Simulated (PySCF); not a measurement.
# Vertical excitation energies

CH3Cl5Si2.
InChI=1S/CH3Cl5Si2/c1-7(2,3)8(4,5)6/h1H3

Computed, not measured: TDDFT PBE0/def2-SVPD, vertical, gas phase, core orbitals frozen in the response (PySCF 2.14.0, density-fitted response routines). Isolated species at its PBE0-D3(BJ)/def2-SVP geometry, gas phase. Torsions of this conformer, `[CH3:1][Si:2]([Cl:3])([Cl:4])[Si:5]([Cl:6])([Cl:7])[Cl:8]`: C1–Si2–Si5–Cl6 -64°.

| state | E (eV) | ν̃ (cm⁻¹) | f | \|μ\| (D) | main configurations (H = HOMO, L = LUMO) |
| --- | --- | --- | --- | --- | --- |
| S1 | 6.32 | 51010 | 0.041 | 1.31 | H→L (96%) |
| S2 | 6.35 | 51200 | 0.042 | 1.32 | H→L+1 (96%) |
| S3 | 6.70 | 54040 | 0.148 | 2.41 | H→L+2 (96%) |
| S4 | 7.23 | 58350 | 0.023 | 0.91 | H-1→L (80%) |
| S5 | 7.26 | 58520 | 0.030 | 1.04 | H-1→L+1 (91%) |
| S6 | 7.30 | 58880 | 0.0046 | 0.41 | H-2→L (80%), H-1→L (9%) |
| S7 | 7.32 | 59040 | 0.012 | 0.65 | H-2→L+1 (89%) |
| S8 | 7.35 | 59280 | 0.0005 | 0.13 | H-1→L+2 (59%), H-2→L+2 (31%) |
| S9 | 7.43 | 59930 | 0.0076 | 0.52 | H-3→L (72%), H-4→L+1 (14%) |
| S10 | 7.45 | 60090 | 0.049 | 1.32 | H→L+3 (55%), H-4→L (18%) |

Triplets, Tamm–Dancoff:

| state | E (eV) | λ (nm) | main configurations (H = HOMO, L = LUMO) |
| --- | --- | --- | --- |
| T1 | 5.54 | 223.8 | H→L+1 (52%), H→L (44%) |
| T2 | 5.56 | 223.0 | H→L (52%), H→L+1 (44%) |
| T3 | 6.14 | 201.9 | H→L+2 (90%) |
| T4 | 6.88 | 180.1 | H-1→L (45%), H-1→L+2 (22%), H-2→L (10%) |

The lowest singlet comes at 196 nm (610 kJ/mol) in the vacuum ultraviolet; it is of moderate strength; its leading configuration is HOMO→LUMO (96%). The most intense listed level is S3 at 6.70 eV (185 nm, f = 0.148), 0.38 eV above S1. Löwdin shares by element: HOMO silicon 33%, chlorine 28% or more (atoms not listed hold the other 39%); LUMO (one of a set within 0.03 eV) silicon 46%, chlorine 24% or more (atoms not listed hold the other 31%). The listed states span 1.13 eV, and the widest gap between neighbours is 0.53 eV (S3 to S4). Of the 10 states listed, 7 reach f = 0.01 and 1 stays under 0.0005. Orbital energies (eV): HOMO-3 -9.75, HOMO-2 -9.54, HOMO-1 -9.47, HOMO -8.52, LUMO -1.04, LUMO+1 -1.02, LUMO+2 -0.74. No computed singlet lies in the visible range (380 to 750 nm); the lowest, at 196 nm, stands 3.06 eV above its violet end (3.26 eV). The vertical ionisation energy (ΔSCF) is 10.14 eV, 2.69 eV above S10. Only the lowest 10 singlets were computed, as vertical energies without vibronic structure.

On one thread, x86-64 server, on a shared host, this took 3.0 min.
